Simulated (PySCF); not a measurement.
**Potential energy of SrPb along the bond**

Set-up: basis Sr def2-SVPD with ECP28, Pb def2-SVPD with ECP60; scalar-relativistic core potentials; PySCF 2.14. Energies in eV from Sr + Pb in their ground configurations at the same level. State: triplet, unpaired electrons π ↑↑.

```json
{"R (Å)": "2.770", "ROHF-SCS-MP2": "-0.1818", "PW91": "-0.881"}
{"R (Å)": "2.899", "ROHF-SCS-MP2": "-0.5157", "PW91": "-1.172"}
{"R (Å)": "3.028", "ROHF-SCS-MP2": "-0.7045", "PW91": "-1.325"}
{"R (Å)": "3.124", "ROHF-SCS-MP2": "-0.7780", "PW91": "-1.376"}
{"R (Å)": "3.221", "ROHF-SCS-MP2": "-0.8092", "PW91": "-1.387"}
{"R (Å)": "3.318", "ROHF-SCS-MP2": "-0.8093", "PW91": "-1.370"}
{"R (Å)": "3.446", "ROHF-SCS-MP2": "-0.7766", "PW91": "-1.314"}
{"R (Å)": "3.607", "ROHF-SCS-MP2": "-0.7054", "PW91": "-1.214"}
{"R (Å)": "3.801", "ROHF-SCS-MP2": "-0.6026", "PW91": "-1.070"}
{"R (Å)": "4.059", "ROHF-SCS-MP2": "-0.4684", "PW91": "-0.872"}
```

Q: Put a parabola through the three lowest points of the ROHF-SCS-MP2 curve and estimate Re, k and ωe (reduced mass 61.79 u; 1 eV/Å² = 0.16022 mdyn/Å; ωe = 1302.8·√(k/μ) cm⁻¹).

A: Through R = 3.221, 3.318, 3.446 Å the second-order coefficient is 1.14 eV/Å², so Re ≈ 3.270 Å, k ≈ 0.365 mdyn/Å and ωe ≈ 100 cm⁻¹. A polynomial fit of higher order to the unrounded ROHF-SCS-MP2 energies gives Re = 3.268 Å, k = 0.448 mdyn/Å, ωe = 111 cm⁻¹; anharmonicity and rounding make the difference.

The higher-order fit for each curve: ROHF-SCS-MP2: Re = 3.268 Å, ωe = 111 cm⁻¹, De = 0.81 eV; PW91: Re = 3.206 Å, ωe = 120 cm⁻¹, De = 1.39 eV.

Correlated steps freeze 4 core orbitals. Correlated levels converge slowly with the basis: in double zeta they bind strong bonds too weakly, by up to about 1 eV, and carry superposition errors of some tenths. These are scalar-relativistic numbers at best; spin–orbit coupling would shift them, the dissociation energy most. The state is the lowest determinant that a PBE0 search found; another state may lie lower at other levels.
